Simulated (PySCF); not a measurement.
**Magnetisability: `CPC[P@@](=[Se])(C(C)=O)C(C)C`, C7H16OP2Se**

Cartesian coordinates in Å; atom numbers follow the order of the lines, from 1:
```xyz
27

C     3.9410   -1.1035    0.2630
P     2.2201   -1.0181    0.9262
C     1.4687    0.0006   -0.4456
P    -0.0968    0.7513    0.1535
Se    0.1829    2.4055    1.4042
C    -0.9832    1.1468   -1.4719
C    -1.7547    2.4147   -1.4618
O    -0.8520    0.3891   -2.3940
C    -1.0857   -0.6361    0.9010
C    -1.0958   -1.8828    0.0298
C    -2.4887   -0.1168    1.1920
H     3.9607   -1.7778   -0.5929
H     4.3057   -0.1216   -0.0347
H     4.5891   -1.5127    1.0362
H     2.4464    0.0827    1.7617
H     2.1343    0.8201   -0.7385
H     1.2551   -0.6286   -1.3154
H    -2.3390    2.5361   -2.3708
H    -2.3897    2.4498   -0.5763
H    -1.0442    3.2376   -1.3634
H    -0.5686   -0.8420    1.8499
H    -0.0978   -2.3124   -0.0463
H    -1.7519   -2.6290    0.4748
H    -1.4599   -1.6580   -0.9711
H    -3.0436    0.0291    0.2652
H    -3.0344   -0.8285    1.8081
H    -2.4380    0.8308    1.7293
```

Computed with PySCF 2.14.0, GIAO PBE/6-31G magnetisability, rotational g tensor and spin-rotation constants, non-relativistic, gas phase. Geometry: GFN2-xTB.

The calculation is non-relativistic, which matters for the atoms heavier than Zn.

How diamagnetic is it, and how anisotropic?

Isotropic -2505 × 10⁻³⁰ J/T², or -150.8 × 10⁻⁶ cm³/mol; principal values -2691, -2546, -2277 × 10⁻³⁰ J/T², anisotropy 364 × 10⁻³⁰ J/T² (root of half the summed squared differences of the principal values). The susceptibility is in cgs units.

Split it along the inertial axes a, b, c into diamagnetic and paramagnetic parts about the centre of mass, with the quadrupole moment.


```tsv
axis	χ (10⁻⁶ cm³/mol)	diamagnetic (10⁻⁶ cm³/mol)	paramagnetic (10⁻⁶ cm³/mol)	summed x² of all electrons (Å²)	quadrupole Θ (D Å)
a	-152.9	-1923.5	1770.7	455.4	+12.13
b	-144.1	-2656.8	2512.7	282.6	-12.87
c	-155.6	-3130.8	2975.2	170.8	+0.74
```
Anisotropies 2χaa − χbb − χcc = -6.1 and 2χbb − χaa − χcc = +20.3 × 10⁻⁶ cm³/mol. Θ is traceless in Buckingham's convention.

And the rotational g tensor?


| axis | rotational constant (GHz) | g | nuclear part | electronic part |
| --- | --- | --- | --- | --- |
| a | 0.6537 | -0.0075 | 0.5363 | -0.5437 |
| b | 0.4851 | -0.0042 | 0.5685 | -0.5727 |
| c | 0.3886 | -0.0027 | 0.5405 | -0.5432 |

Asymmetric top; isotopes 12C, 1H, 16O, 31P, 80Se; no vibrational averaging.
